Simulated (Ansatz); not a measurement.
## Which isomer of H2O2SiTe gives these data?

These gas-phase data were calculated for one isomer of H2O2SiTe at PBE0-D3(BJ)/def2-SVP (harmonic, unscaled wavenumbers; equilibrium rotational constants with average atomic masses):

```
rotational constants            : 8.496, 1.421, 1.217 GHz
all wavenumbers above 1500 cm⁻¹ : 3897, 3885
dipole moment                   : 2.97 D (PBE0/def2-TZVPD)
```

Candidates:

(1) `O[Si](O)=[Te]`, a singlet
(2) `O=[Si](O)[TeH]`, a singlet

Q: Which structure fits?

A: Candidate (1). 2 modes lie between 3300 and 4000 cm⁻¹, one for each O–H bond, while (2) has 1.

The same quantities for all candidates:

```tsv
	rotational constants (GHz)	wavenumbers above 1500 cm⁻¹	dipole (D)	E above the lowest, PBE0-D3(BJ)/def2-SVP (kcal/mol)
(1)	8.496, 1.421, 1.217	3897, 3885	2.97	0.0
(2)	7.299, 1.482, 1.232	3874, 2161	3.54	25.5
```

Each candidate is one conformer. Atoms past krypton carry core potentials. Programs: Ansatz 0.2.0.
